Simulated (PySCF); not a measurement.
Atom-mapped SMILES (the numbers label the heavy atoms): `[CH3:1][CH:2]([CH3:3])[c:4]1[cH:5][cH:6][cH:7][cH:8][cH:9]1` (H(Xn): hydrogen on atom n).

All values are calculated (PySCF 2.14): geometry from PBE0-D3(BJ)/def2-SVP, shielding tensors at HF/pcSseg-1 (GIAO). Averaged over atoms made equivalent by symmetry, fast rotation or ring inversion, no solvent model, non-relativistic, a single conformation.

**Question.** List the cross peaks expected in HSQC, COSY and HMBC spectra.

**Answer.** 

HSQC (one-bond C–H):
```
                δH             δC
7.49 (H(C6)/H(C8))  136.7 (C6/C8)
7.36 (H(C5)/H(C9))  133.9 (C5/C9)
      7.34 (H(C7))     133.1 (C7)
      2.23 (H(C2))      32.6 (C2)
1.23 (H(C1)/H(C3))   25.6 (C1/C3)
```

COSY cross peaks (H two or three bonds apart, from the bond graph; peaks can be absent where the dihedral angle is near 90°):
```
                δH                  δH
7.49 (H(C6)/H(C8))  7.36 (H(C5)/H(C9))
7.49 (H(C6)/H(C8))        7.34 (H(C7))
      2.23 (H(C2))  1.23 (H(C1)/H(C3))
```

HMBC (two and three bonds, from the bond graph):
```
                δH                                                               δC
7.49 (H(C6)/H(C8))             156.9 (C4), 136.7 (C6/C8), 133.9 (C5/C9), 133.1 (C7)
7.36 (H(C5)/H(C9))  156.9 (C4), 136.7 (C6/C8), 133.9 (C5/C9), 133.1 (C7), 32.6 (C2)
      7.34 (H(C7))                                     136.7 (C6/C8), 133.9 (C5/C9)
      2.23 (H(C2))                          156.9 (C4), 133.9 (C5/C9), 25.6 (C1/C3)
1.23 (H(C1)/H(C3))                              156.9 (C4), 32.6 (C2), 25.6 (C1/C3)
```

Referencing at the same level of theory: TMS for ¹H (σref 31.69), ¹³C (σref 190.85).

Short H···H contacts in this conformer between protons four or more bonds apart (candidates for NOE cross peaks, intensity ∝ r⁻⁶): H(C2)···H(C9) 2.28 Å, H(C1)···H(C5) 2.43 Å.

Shifts are as computed. Against solution values, carbons near 30 ppm lie about -0 ppm off and those near 130 ppm about +7 ppm. Of 1211 compounds with measured shifts, 218 miss one by over three times the rms of a fit or turn the order of signals round; such compounds aren't used in these exercises.
